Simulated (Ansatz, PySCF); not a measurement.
Gas-phase reaction (SMILES): FB(F)B(F)F + 5 [H][H] (H2) → 2 B (BH3) + 4 F (HF); energy of full hydrogenation.

Geometries: B3LYP-D3(BJ)/def2-TZVP minima from Ansatz (an electronic-structure program), one conformer each, not searched for the lowest. Valence correlation only, unless marked. Spin-orbit coupling is left out. Non-relativistic. CBS marks a two-point X^-3 extrapolation of the correlation energy; Hartree-Fock from the larger set. Thermal terms are rigid-rotor harmonic-oscillator values from B3LYP-D3(BJ) frequencies (Ansatz or PySCF) at 298.15 K and 1 atm. 1 Eh = 627.5095 kcal/mol.

```json
[
 {"species": "FB(F)B(F)F", "E, CCSD(T)/CBS(cc-pVTZ,cc-pVQZ) (Ansatz) (Eh)": "-448.97847", "E, PBE0-D4/def2-TZVPD (Ansatz + dftd4) (Eh)": "-449.05658", "H - E (Eh)": "0.02618"},
 {"species": "[H][H] (H2)", "E, CCSD(T)/CBS(cc-pVTZ,cc-pVQZ) (Ansatz) (Eh)": "-1.17450", "E, PBE0-D4/def2-TZVPD (Ansatz + dftd4) (Eh)": "-1.16831", "H - E (Eh)": "0.01336"},
 {"species": "B (BH3)", "E, CCSD(T)/CBS(cc-pVTZ,cc-pVQZ) (Ansatz) (Eh)": "-26.54901", "E, PBE0-D4/def2-TZVPD (Ansatz + dftd4) (Eh)": "-26.56634", "H - E (Eh)": "0.03008"},
 {"species": "F (HF)", "E, CCSD(T)/CBS(cc-pVTZ,cc-pVQZ) (Ansatz) (Eh)": "-100.39146", "E, PBE0-D4/def2-TZVPD (Ansatz + dftd4) (Eh)": "-100.39487", "H - E (Eh)": "0.01259"}
]
```

**Question.** Work out ΔE and ΔH at 298.15 K at the first level, then ΔH at the second.

**Answer.** 
1. ΔE = [2×(-26.54901) + 4×(-100.39146)] - [(-448.97847) + 5×(-1.17450)] = 0.18711 Eh = 117.4 kcal/mol at CCSD(T)/CBS(cc-pVTZ,cc-pVQZ).
2. The terms H - E add up to 0.01754 Eh, so ΔH = (0.18711 + (0.01754))×627.5095 = 128.4 kcal/mol.
3. At PBE0-D4/def2-TZVPD the same steps give ΔE = 116.7 and ΔH = 127.7 kcal/mol, a shift of -0.7 from the first level.
4. These values are not checked against measurement here, since the tables used lack a sound gas-phase enthalpy of formation for at least one species.
